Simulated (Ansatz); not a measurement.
System: NO3 (charge -1, singlet). It need not be the lowest isomer of its formula. Whether it binds its extra electron was not tested at this geometry. SMILES: O=[N+]([O-])[O-]
Geometry: optimised at B3LYP-D3(BJ)/def2-TZVP (Ansatz, a program for electronic structure).

Parts of the frozen-core correlation energy in STO-3G (Ansatz, hartree). Frozen orbitals: 4; correlated occupied orbitals by spin: 12 and 12; virtual: 4 and 4. Spin-orbit coupling is left out. Non-relativistic. The restricted reference is unstable.

| term | value |
|---|---|
| reference (HF) | -274.95372 |
| MP2 opposite-spin | -0.14499 |
| MP2 same-spin | -0.04557 |
| CCSD correlation | -0.20442 |
| (T) | -0.01512 |
| FCI minus CCSD(T) | -0.00315 |
| T1 diagnostic | 0.016 |
| largest doubles amplitude | 0.114 |
